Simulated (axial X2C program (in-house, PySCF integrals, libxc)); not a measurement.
Bond lengths and stretching modes, held linear, of FRuF⁺

Calculated with an in-house all-electron X2C program for linear molecules (integrals from PySCF): two-component X2C with atomic mean-field Coulomb and Gaunt terms, Gaussian nuclei, basis F dyall-av3z, Ru dyall-v3z with contracted cores. Spin-free rows use the one-electron spin-free X2C Hamiltonian.

Masses F 18.998, Ru 101.904, F 18.998 u. States: 2c Ω = 7/2 (beyond evenly filled blocks: ω = -1/2, ω = 3/2, ω = 5/2); spin-free M_S = 5/2, Λ = 0 (beyond evenly filled blocks: σα, π+α, π-α, δ+α, δ-α).

PBE0, 2c: energies above the lowest point

```
r(F–Ru) (Å)  r(Ru–F) (Å)  E (meV)
     1.7813       1.7813     0.00
     1.7813       1.8270    16.56
     1.7813       1.8727    95.39
     1.8270       1.7813    16.56
     1.8270       1.8270    40.21
     1.8270       1.8727   125.15
     1.8270       1.9183   257.04
     1.8727       1.7813    95.39
     1.8727       1.8270   125.15
     1.8727       1.8727   215.30
     1.9183       1.8270   257.04
     1.9183       1.9183   491.58
```

**Question.** Fit a quadratic surface with cubic terms in each bond: where is the minimum, and what are the two stretching wavenumbers?

**Answer.** At PBE0, 2c: bonds 1.791 and 1.791 Å; harmonic stretches 725.0 and 789.3 cm⁻¹; force constants 5.48, 5.48 and coupling 0.40 mdyn/Å.

The other levels and Hamiltonians give:

| Hamiltonian | level | r(F–Ru) (Å) | r(Ru–F) (Å) | lower stretch (cm⁻¹) | upper stretch (cm⁻¹) |
| --- | --- | --- | --- | --- | --- |
| 2c | TPSSh | 1.805 | 1.805 | 711.8 | 778.2 |
| spin-free | PBE0 | 1.825 | 1.825 | 689.2 | 791.6 |
| spin-free | HF | 1.831 | 1.831 | 714.1 | 803.5 |
| spin-free | TPSSh | 1.838 | 1.838 | 672.5 | 775.8 |
| spin-free | MP2 | 1.830 | 1.830 | 697.8 | 792.8 |

Each state is one determinant, the lowest of a limited PBE0 search; the stretches come from a fit to these few points and carry an uncertainty of a few per cent. Other orders of the atoms were not compared. Left out for rough or failed fits: HF 2c, MP2 2c. MP2 freezes inner shells (threshold -2 hartree). The molecule was held linear; bending was not examined, so a bent shape may lie lower. Note: several unpaired electrons, one determinant need not be a pure state.
